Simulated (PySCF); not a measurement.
## Computed properties of AlGeH5O3, SMILES [OH][Al]([OH])[O][GeH3]

AlGeH5O3, SMILES [OH][Al]([OH])[O][GeH3]. Coordinates come from a ωB97X-D3(BJ)/def2-SVP optimisation. The structure was generated by enumeration; whether it is a known compound was not checked. The values are those of a single conformer. All values are computed for the isolated molecule unless a solvent is named; none is compared with measurement here.

**Structure.** All 24 harmonic modes at ωB97X-D3(BJ)/def2-SVP (PySCF) are real, so it is a minimum. With heavy atoms numbered as in [GeH3:1][O:2][Al:3]([OH:4])[OH:5], the shortest bond between them is O2–Al3 at 1.695 Å and the longest Ge1–O2 at 1.760 Å.

**Vibrations.** The strongest infrared lines (harmonic, unscaled, degenerate partners summed) lie at 1067 cm⁻¹ (314 km/mol, O 68 %, Al 21 %, H 10 %), 351 cm⁻¹ (311 km/mol, H 72 %, O 17 %, Al 10 %), 605 cm⁻¹ (277 km/mol, H 74 %, O 18 %). The softest mode is at 34 cm⁻¹ and the zero-point energy is 35.1 kcal/mol.

**Electronic structure.** ωB97X/def2-TZVP (PySCF) places the frontier levels at -11.09 and 1.23 eV, a gap of 12.32 eV, and gives a dipole moment of 2.53 D and a mean polarisability of 59.1 bohr³. PBE/def2-TZVP (PySCF) at the same geometry gives -7.07 and -1.53 eV, so its gap is 6.78 eV narrower. An orbital gap is neither the optical nor the fundamental gap.

**Excitations.** TDA-CAM-B3LYP/def2-SVPD (PySCF) has S1 at 6.72 eV (185 nm, f = 0.000, dark); the most intense of the 10 singlets computed lies at 7.82 eV (f = 0.16). T1 (TDA) is at 6.40 eV, 0.32 eV under S1. TDA-PBE/def2-SVPD (PySCF) puts S1 at 5.54 eV. No vertical singlet excitation falls in the visible range (under 3.1 eV).

**NMR.** GIAO shifts at PBE0/pcSseg-1 (PySCF) (non-relativistic, atoms alike by connectivity averaged): ¹H from 1.4 to 5.4 ppm against TMS.
